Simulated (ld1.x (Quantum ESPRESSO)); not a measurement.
# Scattering properties, PAW potential for praseodymium

ld1.x (Quantum ESPRESSO) 7.5 input, shortened:

```
&input
   title='Pr', zed=59., rel=1, dft='PBE', iswitch=3,
   config='[Xe] 4f3 5d0 6s0.5 6p0'
 /
 &inputp
   pseudotype=3, lpaw=.true., tm=.true., lloc=-2, rcloc=1.10,
   nlcc=.true., new_core_ps=.true.,
   which_augfun='PSQ', rmatch_augfun_nc=.true.
 /
8
5S  1  0   2.00   0.00  2.35  3.05  0.0
6S  2  0   0.50   0.00  2.35  3.05  0.0
5P  2  1   6.00   0.00  2.25  2.75  0.0
6P  3  1   0.00   0.00  2.25  2.75  0.0
5D  3  2   0.00   0.00  2.05  2.50  0.0
5D  3  2   0.00  -0.30  2.05  2.50  0.0
4F  4  3   3.00   0.00  1.10  1.45  0.0
4F  4  3   0.00   0.70  1.10  1.45  0.0
 &test
   configts(1)='4f3 5s2 5p6 5d0 6s0.5 6p0'
 /
```

The phase is arctan(r·u′/u) with u = r·R(r), unwrapped; energies in Ry, scanned from -6 to 5 Ry. A pole is an energy at which the radial function vanishes at the test radius. The pseudo phase is shifted by a multiple of π to meet the all-electron one at the reference energy, and phase errors are pseudo minus all-electron; the curves can meet again beyond the range given. Levels narrower than the energy grid can be missing from the lists of poles.

**Question.** For each channel, where are the poles, and over which energies does the pseudopotential scatter like the atom?

**Answer.**

| channel | radius (bohr) | reference energy (Ry) | poles, all-electron | poles, pseudo | unbroken range about the reference energy with phases within 0.05 rad | phase error 1 Ry above the reference energy (rad) |
| --- | --- | --- | --- | --- | --- | --- |
| s | 3.29 | -0.78 | -3.50, 1.28 | -3.50, 2.24 | below 0.6 | +0.045 |
| p | 3.29 | -0.54 | -2.13, 2.35 | -2.14, 1.05 | -2.3 to -0.1 | -0.253 |
| d | 3.29 | -0.76 | -0.20, 4.25 | -0.20, 3.81 | below 1.6 | -0.000 |
| f | 3.29 | -0.76 | -0.72, 2.14 | -0.72, 2.14 | the whole range | +0.000 |

The ghost test of this file was not conclusive. Its overlap operator is not positive definite in a basis up to 400 Ry (lowest eigenvalue s -0.10, p -0.30), so the file is unfit for use: the generalised eigenproblem breaks down once the basis is large enough, and its test numbers describe a broken file.

Phases in the s channel:

```tsv
E (Ry)	all-electron	pseudo
-6.00	1.427	1.430
-5.48	1.418	1.421
-4.96	1.405	1.409
-4.44	1.387	1.392
-3.92	1.346	1.354
-3.40	-1.693	-1.688
-2.88	-1.781	-1.772
-2.36	-1.833	-1.822
-1.84	-1.912	-1.900
-1.32	-2.084	-2.074
-0.80	-2.720	-2.720
-0.28	-4.108	-4.072
0.24	-4.505	-4.460
0.76	-4.639	-4.586
1.28	-4.712	-4.649
1.80	-4.766	-4.688
2.32	-4.819	-4.716
2.84	-4.888	-4.739
3.36	-5.008	-4.760
3.88	-5.364	-4.780
4.40	-6.839	-4.802
4.92	-7.506	-4.828
```
